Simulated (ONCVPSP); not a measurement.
# Ranking ONCV potentials for technetium (Tc)

All share these settings but for the change named:

technetium (Tc), optimised norm-conserving Vanderbilt (ONCV), made with ONCVPSP 4.0.1 (PBE, scalar-relativistic). Core [Ar] 3d10, reference 4s2 4p6 4d5 5s2. Waves: 4s+5s: rc 1.55 bohr, ncon 4, nbas 8, qcut 6.3 1/bohr, 2 projectors; 4p: rc 1.25 bohr, ncon 4, nbas 7, qcut 7.3 1/bohr, 2 projectors, debl 3.2 Ha; 4d: rc 2.35 bohr, ncon 4, nbas 9, qcut 7.9 1/bohr, 2 projectors, debl 0.5 Ha. Local part: polynomial inside 1.05 bohr (lpopt 2, dvloc0 4 Ha). Core correction: none.

Cutoff: the first of the cutoffs (Ha) at which the residual kinetic energy of the hardest occupied pseudo-wave falls to 1 and 0.1 mHa per electron; the density cutoff is not measured.

The base gives 41 Ha.

Of 9 variants that were run, those that failed, showed a ghost or another fault, or gave nearly equal values are left out.

A variant can come out equal or close to the base.

(1) Rank these variants from softest to hardest (loose cutoff).
A. s: rc 1.08
B. s: rc 1.5
C. s: rc 1.2

Answers

(1) B (41 Ha), C (95 Ha), A (122 Ha).
